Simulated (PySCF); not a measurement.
How methods differ on the excitation energy of Ni

Ni [Ar] 3d8 4s2 (3F) → Ni [Ar] 3d7 4s2 4p1 (high-spin determinant), as a difference of total energies. Computed with PySCF 2.14 in ANO-RCC-VTZP (6s5p3d2f1g, 59 functions), with the spin-free X2C one-electron Hamiltonian (Gaussian nucleus). Correlated levels: valence and next inner shell: [Ne] frozen. The calculations carry no spin-orbit coupling.

```json
{"method": "UHF", "excitation energy (cm⁻¹)": "50158"}
{"method": "MP2 (valence and next inner shell)", "excitation energy (cm⁻¹)": "68043"}
{"method": "SCS-MP2 (valence and next inner shell)", "excitation energy (cm⁻¹)": "66838"}
{"method": "CCSD (valence and next inner shell)", "excitation energy (cm⁻¹)": "64214"}
{"method": "CCSD(T) (valence and next inner shell)", "excitation energy (cm⁻¹)": "62727"}
```

A first-order spin-orbit estimate (lowest level to lowest level, LS coupling) adds 0.016 eV.

The upper state lies above the first ionisation limit, but in LS coupling its spin forbids autoionisation to the ground ion.

The basis was made for the ground configuration and has no added diffuse functions, so the excitation energy can come out too high.

The coupled-cluster amplitudes are large for the upper state (T1 above 0.03 or a double amplitude above 0.15), so a single reference is strained.

The determinant of the upper state mixes LS terms, which raises its energy above the lowest term, most at the Hartree-Fock and MP2 levels.
